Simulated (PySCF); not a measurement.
Isomers of C7H10P2.

All values: PBE0/pcSseg-1 (PySCF) at GFN2-xTB geometries, gas phase, one conformer each.

(1) Rank by the highest IAO charge on any atom, highest value first.
A. `[CH3:1][c:2]1[cH:3][cH:4][cH:5][c:6]([PH:7][PH2:8])[cH:9]1` with C5–C6–P7–P8 -95°, C6–P7–P8–H 81° and 173°
B. `[CH3:1][CH:2]([CH3:3])[c:4]1[cH:5][p:6][cH:7][p:8][cH:9]1` with C1–C2–C4–C5 -61°
C. `[CH3:1][CH2:2][c:3]1[cH:4][cH:5][p:6][c:7]([CH3:8])[p:9]1` with C1–C2–C3–C4 -85°
D. `[CH3:1][CH:2]([CH3:3])[c:4]1[cH:5][p:6][cH:7][cH:8][p:9]1` with C1–C2–C4–C5 -61°

(2) Rank by LUMO energy, highest first.
A. `[CH3:1][CH:2]([CH3:3])[c:4]1[cH:5][p:6][cH:7][p:8][cH:9]1` with C1–C2–C4–C5 -61°
B. `Cc1pcpc(C)c1C`
C. `[CH3:1][PH:2][c:3]1[cH:4][cH:5][cH:6][cH:7][c:8]1[PH2:9]` with C1–P2–C3–C4 4°, C7–C8–P9–H 96° and 3°
D. `[CH3:1][CH2:2][c:3]1[p:4][cH:5][cH:6][p:7][c:8]1[CH3:9]` with C1–C2–C3–P4 87°

(3) Rank by HOMO–LUMO gap, lowest first.
A. `[CH3:1][c:2]1[cH:3][cH:4][cH:5][c:6]([PH:7][PH2:8])[cH:9]1` with C5–C6–P7–P8 -95°, C6–P7–P8–H 81° and 173°
B. `[CH3:1][CH:2]([CH3:3])[c:4]1[cH:5][p:6][cH:7][p:8][cH:9]1` with C1–C2–C4–C5 -61°
C. `[CH3:1][PH:2][c:3]1[cH:4][cH:5][cH:6][cH:7][c:8]1[PH2:9]` with C1–P2–C3–C4 4°, C7–C8–P9–H 96° and 3°
D. `[CH3:1][CH2:2][c:3]1[cH:4][cH:5][p:6][c:7]([CH3:8])[p:9]1` with C1–C2–C3–C4 -85°
E. `[CH3:1][CH:2]([CH3:3])[c:4]1[cH:5][p:6][cH:7][cH:8][p:9]1` with C1–C2–C4–C5 -61°

Results:

(1) B (+0.417 e), D (+0.387 e), C (+0.366 e), A (+0.189 e).

(2) C (-0.72 eV), B (-1.72 eV), A (-1.97 eV), D (-2.23 eV).

(3) E (4.65 eV), D (5.08 eV), B (5.30 eV), C (5.51 eV), A (5.75 eV).

All values together:

```tsv
SMILES	μ (D)	HOMO (eV)	LUMO (eV)	lowest IAO charge (e)	highest IAO charge (e)	lowest Hirshfeld charge (e)	highest Hirshfeld charge (e)
CCc1ccpc(C)p1	1.38	-6.97	-1.89	-0.425 (C)	+0.366 (P)	-0.128 (C)	+0.093 (P)
CC(C)c1cpccp1	0.72	-6.93	-2.28	-0.414 (C)	+0.387 (P)	-0.117 (C)	+0.099 (P)
CCc1pccpc1C	1.07	-6.78	-2.23	-0.421 (C)	+0.357 (P)	-0.121 (C)	+0.097 (P)
Cc1cccc(PP)c1	1.11	-6.46	-0.71	-0.426 (C)	+0.189 (P)	-0.115 (C)	+0.064 (P)
CCc1cpc(C)cp1	0.17	-6.76	-2.22	-0.421 (C)	+0.357 (P)	-0.121 (C)	+0.097 (P)
CC(C)c1cpcpc1	2.14	-7.28	-1.97	-0.639 (C)	+0.417 (P)	-0.176 (C)	+0.104 (P)
CPc1ccccc1P	1.55	-6.23	-0.72	-0.612 (C)	+0.367 (P)	-0.165 (C)	+0.124 (P)
Cc1pcpc(C)c1C	2.71	-6.75	-1.72	-0.633 (C)	+0.374 (P)	-0.179 (C)	+0.086 (P)
```

Conformers: `[CH3:1][CH2:2][c:3]1[cH:4][cH:5][p:6][c:7]([CH3:8])[p:9]1` with C1–C2–C3–C4 -85°; `[CH3:1][CH:2]([CH3:3])[c:4]1[cH:5][p:6][cH:7][cH:8][p:9]1` with C1–C2–C4–C5 -61°; `[CH3:1][CH2:2][c:3]1[p:4][cH:5][cH:6][p:7][c:8]1[CH3:9]` with C1–C2–C3–P4 87°; `[CH3:1][c:2]1[cH:3][cH:4][cH:5][c:6]([PH:7][PH2:8])[cH:9]1` with C5–C6–P7–P8 -95°, C6–P7–P8–H 81° and 173°; `[CH3:1][CH2:2][c:3]1[cH:4][p:5][c:6]([CH3:7])[cH:8][p:9]1` with C1–C2–C3–C4 -87°; `[CH3:1][CH:2]([CH3:3])[c:4]1[cH:5][p:6][cH:7][p:8][cH:9]1` with C1–C2–C4–C5 -61°; `[CH3:1][PH:2][c:3]1[cH:4][cH:5][cH:6][cH:7][c:8]1[PH2:9]` with C1–P2–C3–C4 4°, C7–C8–P9–H 96° and 3°.
